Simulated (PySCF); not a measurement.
C6H8F2.
SMILES with atom numbers: `[F:1][C@@H:2]1[C@@H:3]2[CH2:4][CH2:5][C@H:6]([F:7])[C@H:8]12` (hydrogens: H9 on C2; H10 on C3; H11, H12 on C4; H13, H14 on C5; H15 on C6; H16 on C8)

Geometry (GFN2-xTB, Å), atoms numbered from 1 in this order:
```
atom  x, y, z in Å
F1     0.4270    1.9834   -0.6851
C2     1.0662    0.8107   -0.9304
C3     0.2873   -0.4541   -1.0969
C4    -1.1599   -0.4421   -0.6407
C5    -1.1355    0.1279    0.7829
C6     0.2672   -0.1681    1.3273
F7     0.6760    0.8127    2.2053
C8     1.1675   -0.2630    0.1144
H9     1.9273    0.9951   -1.5630
H10    0.5546   -1.1237   -1.9015
H11   -1.7879    0.1572   -1.2999
H12   -1.5396   -1.4652   -0.6416
H13   -1.9129   -0.3029    1.4111
H14   -1.2685    1.2093    0.7698
H15    0.3068   -1.1054    1.8977
H16    2.1167   -0.7631    0.2391
```

The closed-shell SCF was solved with PySCF and density fitting under several settings on one GFN2-xTB geometry (grid level 2 and gas phase unless stated).

```json
{"settings": "PBE0/pcSseg-1", "basis functions": "176", "SCF cycles": "12", "E (Eh)": "-432.5925", "HOMO (eV)": "-8.03", "LUMO (eV)": "1.02", "dipole (D)": "3.06"}
{"settings": "PBE0/def2-SVPD", "basis functions": "230", "SCF cycles": "12", "E (Eh)": "-432.3478", "HOMO (eV)": "-8.11", "LUMO (eV)": "0.47", "dipole (D)": "3.18"}
{"settings": "KT2/STO-3G, start guess vsap, fitting basis def2-qzvpp-jkfit", "basis functions": "48", "SCF cycles": "11", "E (Eh)": "-434.1240", "HOMO (eV)": "-3.27", "LUMO (eV)": "5.53", "dipole (D)": "1.44"}
{"settings": "LDA/pcSseg-1, start guess huckel", "basis functions": "176", "SCF cycles": "16", "E (Eh)": "-429.6459", "HOMO (eV)": "-6.72", "LUMO (eV)": "0.02", "dipole (D)": "2.94"}
{"settings": "PBE0/pcSseg-1, IEF-PCM benzene, grid level 1", "basis functions": "176", "SCF cycles": "9", "E (Eh)": "-432.5959", "HOMO (eV)": "-7.96", "LUMO (eV)": "1.19", "dipole (D)": "3.42"}
{"settings": "wB97X/def2-SVPD, IEF-PCM benzene, grid level 3, fitting basis def2-universal-jkfit", "basis functions": "230", "SCF cycles": "10", "E (Eh)": "-432.7179", "HOMO (eV)": "-10.46", "LUMO (eV)": "2.52", "dipole (D)": "3.65"}
```

Task: Estimate the row for these settings: revPBE/STO-3G, energy threshold 1e-07 Eh.

Result: 
```csv
settings,basis functions,SCF cycles,E (Eh),HOMO (eV),LUMO (eV),dipole (D)
"revPBE/STO-3G, energy threshold 1e-07 Eh",48,8,-427.2752,-2.65,5.57,1.26
```

Task: Over all rows, what range does the HOMO–LUMO gap span?

Result: From 6.74 eV (LDA/pcSseg-1, start guess huckel) to 12.98 eV (wB97X/def2-SVPD, IEF-PCM benzene, grid level 3, fitting basis def2-universal-jkfit). The functional of the narrowest has no exact exchange, that of the widest range-separated exact exchange.

Task: Compare two rows with the functional PBE0: PBE0/pcSseg-1 and PBE0/def2-SVPD. Which energy is lower, and by how much?

Result: PBE0/pcSseg-1 (176 functions) lies 0.2447 Eh or 154 kcal/mol below PBE0/def2-SVPD (230 functions). The smaller set gives the lower energy; the two sets aren't nested, so the variational bound doesn't order them by size.

Cycle counts include a coarse-grid stage where the run had one. KT2 was designed for NMR shieldings or shifts; total energies of different functionals aren't comparable. Geometry: GFN2-xTB, one conformer.
